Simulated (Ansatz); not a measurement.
Compare A (`N[SiH2][GaH2]`) with its isomer B (`[NH2][GaH][SiH3]`).

Calculated with Ansatz (gas phase, PBE0-D4/def2-TZVP geometries, no zero-point term in ΔE). CBS: MP2 limit from def2 TZ/QZ plus the TZ coupled-cluster correction, frozen cores. DFT in def2-TZVPP. B3LYP here is the variant with VWN-RPA as its local correlation; programs differ in this. For Ga outer-core shells are correlated without core-valence functions, which leaves a few kJ/mol of doubt a bond. Scalar relativity is left out up to krypton. Each species was taken in one conformer, which may not be the lowest.

A:

Z-matrix (Å, degrees):
```
Si
Ga 1 2.410
N 1 1.728 2 109.2
H 1 1.502 2 108.3 3 -126.1
H 1 1.491 2 111.5 3 119.0
H 2 1.578 1 121.0 3 17.9
H 2 1.574 1 121.9 3 -163.1
H 3 1.008 1 120.3 2 177.5
H 3 1.007 1 119.3 2 -39.4
```

B:

```xyz
9

N     0.153   -1.640   -1.090
Ga   -0.652   -0.667    0.216
Si    0.242    1.519    0.656
H    -0.134   -2.566   -1.361
H     0.938   -1.317   -1.629
H    -1.860   -1.367    0.927
H    -0.791    2.572    0.442
H     1.400    1.833   -0.228
H     0.704    1.634    2.068
```

Task: Which is lower in electronic energy at CCSD(T)/CBS, and by how much? (An estimate is asked.)

Result: Computed: B, by 6.9 kcal/mol.

Task: Give E(B) − E(A) in kcal/mol with B3LYP-D4, MP2/def2-TZVPP, B3LYP, PBE-D4, PBE0-D4, CCSD(T)/def2-SVP, CCSD/def2-TZVPP. (Best estimate.)

Result: Ansatz gave: B3LYP-D4 -5.4, MP2/def2-TZVPP -6.8, B3LYP -5.7, PBE-D4 -6.5, PBE0-D4 -5.4, CCSD(T)/def2-SVP -10.1, CCSD/def2-TZVPP -6.2. None reverses the order clearly.

Task: Does the order hold for the free energy at 298.15 K (harmonic terms from PBE0-D4)? (Best estimate.)

Result: Ansatz gave: Yes: G(B) − G(A) = -6.5 kcal/mol, for one conformer each. Modes under 60 cm⁻¹, often nearly free rotors, make the harmonic entropy too high.

Largest T1 diagnostic: 0.015.

From PBE to PBE0 (25 % exact exchange), in def2-TZVPP and without D4, E(B) − E(A) moves by +1.1 kcal/mol. Leaving LDA and LC-ωPBE aside and taking each functional with its dispersion term where it has one, the values, not all of them listed here, spread over 2.5 kcal/mol, from PBE-D4 to B97M-V.
